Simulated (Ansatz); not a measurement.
Geometry optimisation, Ansatz, RKS r2SCANh-D4/def2-SVP.

The input (input.yaml):

```yaml
crystal:
  periodic: [false, false, false]
  atoms:
    - { symbol: B, position_ang: [0.0, 0.0, 0.0] }
    - { symbol: "N", position_ang: [0.0, 0.0, 1.55] }
    - { symbol: H, position_ang: [-0.877, -0.2713, 2.08] }
    - { symbol: H, position_ang: [0.877, 0.2713, 2.08] }
    - { symbol: Cl, position_ang: [1.6108, 0.0, -0.93] }
    - { symbol: "N", position_ang: [-1.3423, 0.0, -0.775] }
    - { symbol: H, position_ang: [-2.0112, -0.8164, -0.6764] }
    - { symbol: H, position_ang: [-1.5914, 0.8164, -1.4036] }
basis:
  gaussian: { orbitals: def2-SVP }
hamiltonian:
  xc: r2scanh
  dispersion: d4
relax:
  f_tol: 0.02
  max_steps: 40
output:
  orbitals: {}
```

Launched with:

```bash
$ ansatz run input.yaml --threads 2 --pin off --max-ram 3072MiB --backend cpu --events-out ev --progress --plain --runs-dir out
```

Q: Where does it end, and by what steps?

A: The run converged. After 7 steps the energy has fallen by 1.580 eV; H8 moved furthest, 0.82 Å.

```json
{"step": "0", "energy less start (eV)": "0.0000", "largest force component (eV/Å)": "2.837", "accepted": "yes"}
{"step": "1", "energy less start (eV)": "-1.0050", "largest force component (eV/Å)": "1.204", "accepted": "yes"}
{"step": "2", "energy less start (eV)": "-1.3135", "largest force component (eV/Å)": "1.084", "accepted": "yes"}
{"step": "3", "energy less start (eV)": "-1.4852", "largest force component (eV/Å)": "0.500", "accepted": "yes"}
{"step": "4", "energy less start (eV)": "-1.5654", "largest force component (eV/Å)": "0.148", "accepted": "yes"}
{"step": "5", "energy less start (eV)": "-1.5793", "largest force component (eV/Å)": "0.077", "accepted": "yes"}
{"step": "6", "energy less start (eV)": "-1.5799", "largest force component (eV/Å)": "0.021", "accepted": "yes"}
{"step": "7", "energy less start (eV)": "-1.5800", "largest force component (eV/Å)": "0.003", "accepted": "yes"}
```

```xyz
8
Properties=species:S:1:pos:R:3
B -0.088 0.083 0.053
N -0.018 -0.099 1.447
H -0.816 -0.317 2.023
H 0.851 -0.019 1.951
Cl 1.439 0.470 -0.815
N -1.266 -0.015 -0.709
H -2.170 -0.228 -0.317
H -1.267 0.125 -1.708
```

Time of the run: 19 s on 2 threads of Arm Neoverse V2, on a shared host, peak memory 0.17 GiB.
